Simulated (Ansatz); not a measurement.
Ansatz (a first-principles code) input (wB97X/def2-TZVPD):

Ansatz 0.2 input:
```yaml
crystal:
  periodic: [false, false, false]
  atoms:
    - {symbol: Zr, position_ang: [-0.28359222, -0.00722712, -0.07186266]}
    - {symbol: F, position_ang: [1.54631172, 0.03940653, 0.39183755]}
    - {symbol: H, position_ang: [-1.26605758, 0.71713772, 1.31981946]}
    - {symbol: H, position_ang: [-0.77781125, -1.76823986, -0.35700022]}
    - {symbol: H, position_ang: [-0.52924781, 0.98552830, -1.61485059]}
basis:
  gaussian:
    orbitals: def2-TZVPD
hamiltonian:
  xc: {name: wB97X}
total_charge: -1
magnetization: {spin_polarized: true, initial_magnetization: 1}
```

Output:

```
Functional definition: wB97X
integrals: 0.05 GiB planned
702 factors; their error is unknown
integrals: 0.08 GiB planned
256 factors; integrals over basis functions are off by at most 1.7e-5 eV
mean field: 0.55 GiB planned
mean field evaluation 1: about -4044.9290 eV, gradient 2.5e1 eV
mean field evaluation 2: about -4045.4154 eV, gradient 3.0e1 eV
mean field evaluation 4: about -4047.7744 eV, gradient 1.2e0 eV
mean field evaluation 8: about -4047.7999 eV, gradient 1.4e-1 eV
mean field evaluation 16: about -4047.8204 eV, gradient 2.7e-3 eV
mean field evaluation 32: about -4047.8240 eV, gradient 1.2e-2 eV
mean field evaluation 64: about -4047.8240 eV, gradient 3.5e-5 eV
mean field -4047.82399846 eV, -148.7547882297 hartree, gradient 6.6e-6 eV, S^2 0.751355; 12 other end points of the search recorded, 0 dependent functions left out
reference -4047.82396457 eV, -148.7547869844 hartree; 13, 12 occupied and 94, 95 virtual orbitals, 702 factors
Total energy: -4047.82396457 eV, -148.7547869844 hartree
```

This state (charge -1, doublet) is run at the relaxed geometry of the species with charge 0 and multiplicity 1.
